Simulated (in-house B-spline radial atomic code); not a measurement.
W⁶⁺. Computed with a B-spline radial atomic code. Model: all-electron spherical atom, spin shells full or empty, radial basis limit, no spin-orbit coupling, Breit or QED, empty-state partial waves extrapolated as (l+1/2)^-4, RPA, G0W0 and static COHSEX of the highest shell as one setting changes (uncorrelated shells keep exact exchange).

Without the two-electron picture change, core correlation of heavy ions comes too large.

Given: element W; charge 6; filled core Xe; hamiltonian one-electron scalar X2C; mean-field start r2SCAN; highest l of empty states 9; nuclear rms radius 5.3658 fm; highest mean-field shell 4f.

Shell: 4f 7 7 (electrons up and down).

| natural log step of frequency grid | RPA correlation energy (hartree) | G0W0 level (eV) | G0W0 minus most complete (meV) | RPA minus most complete (millihartree) | linearised minus solved G0W0 (meV) |
| --- | --- | --- | --- | --- | --- |
| 0.25 | -6.2588 | -122.99 | 0 | 0 | -69 |
| 0.4 | -6.2588 | -122.99 | 0 | 0 | -69 |
| 0.6 | ? | ? | ? | ? | ? |
| 0.9 | -6.2588 | -122.99 | 0 | -0.1 | -69 |
| 1.3 | -6.2599 | -122.99 | -1 | -1.2 | -68.8 |
| 1.8 | ? | ? | ? | ? | ? |
| 2.5 | -6.2586 | -122.98 | 5.6 | 0.2 | -64 |
| 3.5 | -6.3559 | -122.88 | 102.8 | -97.2 | -80.7 |

Problem. What follows for natural log step of frequency grid = 0.6?

Solution. RPA correlation energy -6.2588 hartree; G0W0 level -122.99 eV; G0W0 minus most complete 0 meV; RPA minus most complete 0 millihartree; linearised minus solved G0W0 -69 meV.

Problem. What follows for natural log step of frequency grid = 1.8?

Solution. RPA correlation energy -6.2507 hartree; G0W0 level -122.97 eV; G0W0 minus most complete 17.2 meV; RPA minus most complete 8.1 millihartree; linearised minus solved G0W0 -68 meV.
